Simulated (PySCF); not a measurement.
## A computed series [M(H2O)4]2+

Computed with PySCF 2.14.0, PBE0, def2-SVP on the ligands, density fitting, scalar-relativistic core potentials, no spin-orbit coupling, vacuum. Each member is relaxed from one template within its symmetry. Distances are means of the shortest metal–ligand contacts, charges and spins Mulliken's; removal energies are rigid, with the ligand's formal charge and no counterpoise, so too large; for an anion taken off a cation in vacuum most of it is the attraction of opposite charges, and multiply charged cations can part far more cheaply with an electron moved from ligand to metal. lcecp potentials hold a fixed number of 4f electrons in the core, out of states, spins and gaps.

```
metal      basis on the metal  point group  M–H2O (Å)  charge on M (e)  removal of one H2O (eV)  strongest infrared band, degenerate modes summed (cm⁻¹)    unstable modes (below −25 cm⁻¹)
   La  lcecp-0-SVP with ECP47          D2d      2.630             1.34                     1.64                                                        –                                  4
   Nd  lcecp-0-SVP with ECP50           S4      2.565             1.29                     1.73                                                        –                          not given
   Eu  lcecp-0-SVP with ECP53           S4      2.513             1.27                     1.80                                                      510                                  0
   Yb  lcecp-0-SVP with ECP60           S4      2.422             1.22                     1.93                                                      517                                  0
   Pb     def2-SVP with ECP60           S4      2.495             1.25                     1.60                                                     3774  0 (lowest -23 cm⁻¹, within noise)
```

What does the calculation give for Dy, lcecp-0-SVP with ECP56?

point group: S4, M–H2O (Å): 2.469, charge on M (e): 1.24, removal of one H2O (eV): 1.86, unstable modes (below −25 cm⁻¹): not given.
```xyz
13

Dy    0.0000    0.0000    0.0000
O     1.4802    1.3651    1.4293
H     1.3959    1.5382    2.3814
H     2.2848    1.8462    1.1750
O    -1.4802   -1.4293    1.3650
H    -2.2847   -1.1750    1.8462
H    -1.3959   -2.3814    1.5382
O     1.4802   -1.3651   -1.4293
H     2.2848   -1.8462   -1.1750
H     1.3959   -1.5382   -2.3814
O    -1.4802    1.4293   -1.3650
H    -1.3959    2.3814   -1.5382
H    -2.2847    1.1750   -1.8462
```

From Nd to Yb the M–H2O distance shrinks by 0.14 Å, the lanthanide contraction, and the energy to remove one H2O rises by 0.19 eV.

Members with unstable modes aren't minima as they stand: saddle points kept by symmetry or, where the modes are soft, flat surfaces and noise. Moved off a saddle point of the template and relaxed again: Nd, Eu, Dy, Yb, Pb. One start shape was tried for each, so a minimum needn't be the lowest isomer. Oxidation states forced by the potential, rare, strongly oxidising or of another configuration in reality: [La(H2O)4]2+, [Nd(H2O)4]2+, [Dy(H2O)4]2+.
